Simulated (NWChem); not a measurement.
System: GeH₄O; SMILES [OH][GeH3]

All runs: NWChem. All runs use the structure optimised with PBE0/def2-SVP.

**Question.** Order these runs by computing time, cheapest first, and give rough ratios: B3LYP/def2-TZVPP; B3LYP/def2-QZVP; B3LYP/def2-SVP.

**Answer.** B3LYP/def2-SVP (1), B3LYP/def2-TZVPP (4), B3LYP/def2-QZVP (20). Ratios are rough, from one shared machine; the cheapest took around 3 core-seconds (rough). What differs between the cheapest and the dearest: highest occupied level (eV) -7.94 → -8.25; orbital gap (eV) 8.13 → 7.78.
